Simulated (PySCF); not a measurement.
BCl2I. Atoms are numbered in the order given.

```xyz
4

B      0.0000     0.0000     0.9113
Cl     0.0000    -1.5127     1.7852
Cl     0.0000     1.5127     1.7852
I      0.0000     0.0000    -1.2312
```
Charge 0, spin multiplicity 1.

Geometry optimised at B3LYP-D3(BJ)/def2-SVP. The def2 effective core potentials stand for the cores of I; spin–orbit coupling is left out.

Level of theory: HF/def2-TZVPD (PySCF).

Symmetry labels are those of the subgroup C2v that the program uses (full group C2v).

**Question.** List the valence orbital energies around the gap with their symmetry. (The exact figures need the calculation; the answer reports its results.)

**Answer.** 
```tsv
orbital	symmetry	energy (eV)
HOMO−7	B2	-16.30
HOMO−6	A1	-15.36
HOMO−5	B1	-14.70
HOMO−4	A2	-13.21
HOMO−3	B2	-13.00
HOMO−2	A1	-12.28
HOMO−1	B1	-10.76
HOMO	B2	-10.49
LUMO	A1	0.94
LUMO+1	A1	1.30
LUMO+2	B1	1.38
LUMO+3	B2	1.45
```
